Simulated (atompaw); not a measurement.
## How hard is this Eu (Z = 63) PAW (atompaw) potential?

europium (Eu), PAW, made with atompaw 4.2.0.5 (LDA (PW92), scalar-relativistic). Core [Kr] 4d10, reference 4f7 5s2 5p6 5d0 6s1.75 6p0.25. Waves: 5s (bound): rc 1.90 bohr; 6s (bound): rc 3.00 bohr; 5p (bound): rc 1.75 bohr; 6p (bound): rc 3.00 bohr; 5d (bound, empty): rc 3.00 bohr; 5d channel at 1.9 Ry: rc 3.00 bohr; 4f (bound): rc 1.10 bohr; 4f channel at 5.1 Ry: rc 1.10 bohr. Local part: vpsmatchnc scheme with l = 4 at 1 Ry, radius 2.65 bohr. Core correction: smooth core density matched at 2.25 bohr. Augmentation charge: sinc compensation charge, radius 2.55 bohr; PAW radius 3.00 bohr; waves and projectors: custom polynom vanderbiltortho.

The pseudo-atom Hamiltonian at the reference potential is diagonalised in spherical Bessel functions j_l(qr) that vanish at 20 bohr, with q² up to the cutoff. All-electron valence levels (Ry): 5s -3.3186, 6s -0.2919, 5p -1.7808, 6p -0.1041, 5d -0.1454, 4f -0.2399.

**Question.** How do the lowest levels (Ry) of each channel move with the cutoff, and are there ghosts?

**Answer.**

```json
{"cutoff (Ry)": "8", "s #1": "-3.3070", "s #2": "-0.2917", "s #3": "-0.0096", "p #1": "-1.5842", "p #2": "-0.1039", "p #3": "0.0373", "d #1": "-0.1434", "f #1": "0.0836", "f #2": "0.1915", "Σ f·Δε (mRy)": "3466.7"}
{"cutoff (Ry)": "18", "s #1": "-3.3184", "s #2": "-0.2918", "s #3": "-0.0096", "p #1": "-1.7802", "p #2": "-0.1040", "p #3": "0.0372", "d #1": "-0.1454", "f #1": "0.0835", "f #2": "0.1912", "Σ f·Δε (mRy)": "2267.5"}
{"cutoff (Ry)": "35", "s #1": "-3.3186", "s #2": "-0.2918", "s #3": "-0.0096", "p #1": "-1.7807", "p #2": "-0.1040", "p #3": "0.0372", "d #1": "-0.1454", "f #1": "0.0835", "f #2": "0.1910", "Σ f·Δε (mRy)": "2264.0"}
{"cutoff (Ry)": "55", "s #1": "-3.3186", "s #2": "-0.2918", "s #3": "-0.0096", "p #1": "-1.7808", "p #2": "-0.1040", "p #3": "0.0372", "d #1": "-0.1454", "f #1": "0.0834", "f #2": "0.1897", "Σ f·Δε (mRy)": "2263.2"}
{"cutoff (Ry)": "80", "s #1": "-3.3186", "s #2": "-0.2918", "s #3": "-0.0096", "p #1": "-1.7808", "p #2": "-0.1040", "p #3": "0.0372", "d #1": "-0.1454", "f #1": "-0.1948", "f #2": "0.0838", "Σ f·Δε (mRy)": "315.8"}
{"cutoff (Ry)": "120", "s #1": "-3.3186", "s #2": "-0.2918", "s #3": "-0.0096", "p #1": "-1.7808", "p #2": "-0.1040", "p #3": "0.0372", "d #1": "-0.1454", "f #1": "-0.2327", "f #2": "0.0837", "Σ f·Δε (mRy)": "50.3"}
{"cutoff (Ry)": "200", "s #1": "-3.3186", "s #2": "-0.2918", "s #3": "-0.0096", "p #1": "-1.7808", "p #2": "-0.1040", "p #3": "0.0372", "d #1": "-0.1454", "f #1": "-0.2394", "f #2": "0.0837", "Σ f·Δε (mRy)": "3.7"}
{"cutoff (Ry)": "350", "s #1": "-3.3186", "s #2": "-0.2918", "s #3": "-0.0096", "p #1": "-1.7808", "p #2": "-0.1040", "p #3": "0.0372", "d #1": "-0.1454", "f #1": "-0.2399", "f #2": "0.0837", "Σ f·Δε (mRy)": "0.1"}
{"cutoff (Ry)": "400", "s #1": "-3.3186", "s #2": "-0.2918", "s #3": "-0.0096", "p #1": "-1.7808", "p #2": "-0.1040", "p #3": "0.0372", "d #1": "-0.1454", "f #1": "-0.2399", "f #2": "0.0837", "Σ f·Δε (mRy)": "0.0"}
```

Result: no extra level below or beside the all-electron valence levels (s, p, d, f tested); 10 mRy is reached at 160 Ry and 1 mRy at 260 Ry.
